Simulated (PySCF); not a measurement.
Species: C5H10OSi.
InChI=1S/C5H10OSi/c1-3-4-5-7-6-2/h5,7H2,1-2H3

Method used: TDDFT wB97X-D/def2-SVPD, vertical, gas phase, core orbitals frozen in the response (PySCF 2.14.0, density-fitted response routines). Isolated species at its PBE0-D3(BJ)/def2-SVP geometry (one conformer only). Torsions of this conformer, `[CH3:1][C:2]#[C:3][CH2:4][SiH2:5][O:6][CH3:7]`: C3–C4–Si5–O6 -179°, C4–Si5–O6–C7 -178°.

Computed states:

```json
{"state": "S1", "E (eV)": "6.43", "f": "0.0002"}
{"state": "S2", "E (eV)": "6.61", "f": "0.020"}
{"state": "S3", "E (eV)": "6.71", "f": "0.0005"}
{"state": "S4", "E (eV)": "6.81", "f": "0.0024"}
{"state": "S5", "E (eV)": "7.02", "f": "0.0098"}
{"state": "S6", "E (eV)": "7.42", "f": "0.0048"}
{"state": "S7", "E (eV)": "7.49", "f": "0.0050"}
{"state": "S8", "E (eV)": "7.77", "f": "0.025"}
{"state": "S9", "E (eV)": "7.95", "f": "0.0007"}
{"state": "S10", "E (eV)": "8.07", "f": "0.0043"}
```

Each state is given a Gaussian of 0.25 eV full width at half maximum, with ε(max) = 2.175×10⁸ f / Δν̃ (Δν̃ the width in cm⁻¹). The cross-section is σ = 3.8235×10⁻²¹ ε cm², given in Mb (10⁻¹⁸ cm²). The width is an assumption, not a result. The curve ends short of the highest state used, and states not computed would add to its high-energy end.

(1) Give the broadened spectrum and its maxima.

(2) Coming from long wavelengths, where does ε first pass 100 L mol⁻¹ cm⁻¹?

(3) On this curve, what absorbance would a 10⁻³ mol/L sample give at 193 nm over a 1 cm path?

Answers

(1) 
| E (eV) | σ (Mb) |
| --- | --- |
| 6.05 | 0.00 |
| 6.08 | 0.00 |
| 6.10 | 0.00 |
| 6.13 | 0.00 |
| 6.15 | 0.00 |
| 6.18 | 0.01 |
| 6.21 | 0.02 |
| 6.23 | 0.03 |
| 6.26 | 0.06 |
| 6.28 | 0.10 |
| 6.31 | 0.20 |
| 6.33 | 0.31 |
| 6.36 | 0.58 |
| 6.39 | 1.05 |
| 6.41 | 1.49 |
| 6.44 | 2.38 |
| 6.46 | 3.14 |
| 6.49 | 4.45 |
| 6.52 | 5.86 |
| 6.54 | 6.75 |
| 6.57 | 7.83 |
| 6.59 | 8.29 |
| 6.62 | 8.49 |
| 6.64 | 8.30 |
| 6.67 | 7.57 |
| 6.70 | 6.50 |
| 6.72 | 5.72 |
| 6.75 | 4.60 |
| 6.77 | 3.96 |
| 6.80 | 3.24 |
| 6.82 | 2.95 |
| 6.85 | 2.77 |
| 6.88 | 2.89 |
| 6.90 | 3.09 |
| 6.93 | 3.48 |
| 6.95 | 3.76 |
| 6.98 | 4.08 |
| 7.00 | 4.19 |
| 7.03 | 4.13 |
| 7.06 | 3.80 |
| 7.08 | 3.46 |
| 7.11 | 2.82 |
| 7.13 | 2.38 |
| 7.16 | 1.77 |
| 7.19 | 1.31 |
| 7.21 | 1.13 |
| 7.24 | 1.05 |
| 7.26 | 1.12 |
| 7.29 | 1.42 |
| 7.31 | 1.72 |
| 7.34 | 2.27 |
| 7.37 | 2.86 |
| 7.39 | 3.22 |
| 7.42 | 3.66 |
| 7.44 | 3.86 |
| 7.47 | 3.98 |

Maxima: 187 nm (6.61 eV), ε about 2200, made up of S2 (96%); 177 nm (7.01 eV), ε about 1100, made up of S5 (96%) (ε in L mol⁻¹ cm⁻¹; maxima over ε = 5, shares over 10%). At its high-energy end, 7.47 eV, the curve is still rising (ε about 1000, from S6 and S7).

(2) At about 196 nm (6.34 eV), 0.09 eV below S1.

(3) 193 nm is 6.424 eV, where ε is about 490 L mol⁻¹ cm⁻¹, so A = ε c l ≈ 0.49 (Beer–Lambert, with the gas-phase spectrum and the assumed width).

All these states lie below the vertical ionisation energy of 9.08 eV (ΔSCF).
